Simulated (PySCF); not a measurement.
Numbering as in the mapped SMILES `[CH3:1][Si@H:2]1[Si@H:3]([Cl:4])[Si@H:5]([CH3:6])[Si@@H:7]1[Cl:8]`. Hydrogens are named by the atom that carries them.

- GFN2-xTB geometry
- NMR shieldings at PBE0/pcSseg-1/GIAO
- code: PySCF
- no solvent, one averaged value for each set of equivalent atoms, single conformer, relativity neglected

References, each an isolated molecule treated in the same way: TMS for ¹³C, ¹H, ²⁹Si; ³⁵Cl against HCl.

```tsv
atoms	nucleus	count	δ (ppm)
H(Si2)	¹H	1	5.02
Cl4/Cl8	³⁵Cl	2	-102
H(Si3)/H(Si7)	¹H	2	?
C6	¹³C	1	?
Si2	²⁹Si	1	-29.9
Si3/Si7	²⁹Si	2	7.0
C1	¹³C	1	-8.7
H(C6)	¹H	3	0.68
H(C1)	¹H	3	?
Si5	²⁹Si	1	-40.8
H(Si5)	¹H	1	4.78
```

Q: Estimate the values marked ?.

A: 
- C6: -8.7 ppm, methyl carbon bonded to Si; an electropositive neighbour leaves it electron-rich and shielded
- H(Si3)/H(Si7): 6.07 ppm, hydrogen on a silicon bonded to Cl, 2 Si, in a 4-membered ring
- H(C1): 0.17 ppm, hydrogen on a methyl carbon bonded to Si; an electropositive neighbour shields it, as in TMS itself

Shifts are as computed. Against solution values, carbons near 30 ppm lie about +3 ppm off and those near 130 ppm about +5 ppm. Of 1309 compounds with measured shifts, 239 miss one by over three times the rms of a fit or turn the order of signals round; such compounds aren't used in these exercises.
